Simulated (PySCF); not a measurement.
## Distorted geometries of [Pb(NH2)2]2+

[Pb(NH2)2]2+ (singlet). PySCF 2.14.0, RKS PBE, Pb def2-SVP with ECP60, N def2-SVP, H def2-SVP; non-relativistic Hamiltonian with scalar-relativistic core potentials where named; density fitting; no spin-orbit coupling. Relaxed geometry:

```xyz
7

Pb    0.0000    0.0000   -0.1503
N     1.9778   -0.1033    0.8210
H     2.6898   -0.6261    0.2525
H     2.3898    0.8433    1.0199
N    -1.9778    0.1033    0.8210
H    -2.6898    0.6261    0.2525
H    -2.3898   -0.8433    1.0199
```

Q: Order these distorted geometries by energy above the relaxed one, lowest first.
A.
```xyz
7

Pb   -0.1977    0.1242    0.1796
N     2.0208   -0.1104    0.8310
H     2.7961   -0.6835    0.1905
H     2.3979    0.7728    1.0003
N    -1.9339    0.0792    0.7749
H    -2.9392    0.5736    0.1248
H    -2.1440   -0.7558    0.9352
```
B.
```xyz
7

Pb    0.0033    0.0156   -0.0887
N     1.7685   -0.3102    0.7579
H     2.5873   -0.2648    0.1984
H     2.2147    0.6293    0.8715
N    -1.7139    0.1531    0.8511
H    -2.5907    0.6367    0.4791
H    -2.2693   -0.8598    0.9671
```
C.
```xyz
7

Pb   -0.0606    0.0007    0.0363
N     1.9743   -0.0065    0.8326
H     2.9041   -0.4994    0.1485
H     2.1211    0.8418    1.0257
N    -1.8752    0.0265    0.7830
H    -2.7036    0.5364    0.1992
H    -2.3602   -0.8995    1.0111
```

A: C (1.83 eV), B (1.95 eV), A (3.11 eV).

Q: Which forces (eV/Å) act in the one that lies 1.83 eV up?

A: 
```
Pb    3.45  -0.26  -1.20
N     0.27 -12.18  -4.39
H    -3.20   1.86   2.08
H     2.42  10.50   2.27
N    -5.67   0.53   0.21
H     2.02  -0.75   1.04
H     0.71   0.31  -0.01
```
Forces carry noise of the integration grid, about 0.01 to 0.03 eV/Å.
